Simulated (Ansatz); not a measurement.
Reaction (hydrogenolysis of the Si–Cl bond): `O[Si](O)(Cl)[SiH2]Cl` + H₂ → `O[SiH](O)[SiH2]Cl` + HCl

Program: Ansatz. Geometries: PBE0-D4/def2-TZVP. ΔE: electronic, gas phase. CCSD(T)/CBS is the MP2 limit (def2-TZVPP, def2-QZVPP) plus CCSD(T) − MP2 in def2-TZVPP, frozen cores. This one scheme is used for every species. Each species was taken in one conformer, which may not be the lowest.

```tsv
level	ΔE (kcal/mol)
SCS-MP2/def2-TZVPP	23.5
HF/def2-QZVPP	19.9
```

(1) What does CCSD(T)/CBS give? (Estimate.)

Largest T1 diagnostic among the species: 0.011.

Answers

(1) The calculation gave: +24.1 kcal/mol. The listed levels differ from it by -0.6, -4.2 kcal/mol.

In def2-TZVPP, CCSD(T) changes the Hartree–Fock value by +2.9 kcal/mol (the triples alone add +1.1 kcal/mol) and MP2 by +5.4 kcal/mol. The D4 term adds +2.9 kcal/mol with B3LYP and +1.6 kcal/mol with PBE0; it sums over pairs of atoms, weighted by their polarisabilities, and B3LYP, whose exchange is more repulsive, gets the larger term.

B3LYP here is the variant with VWN-RPA as its local correlation; programs differ in this.
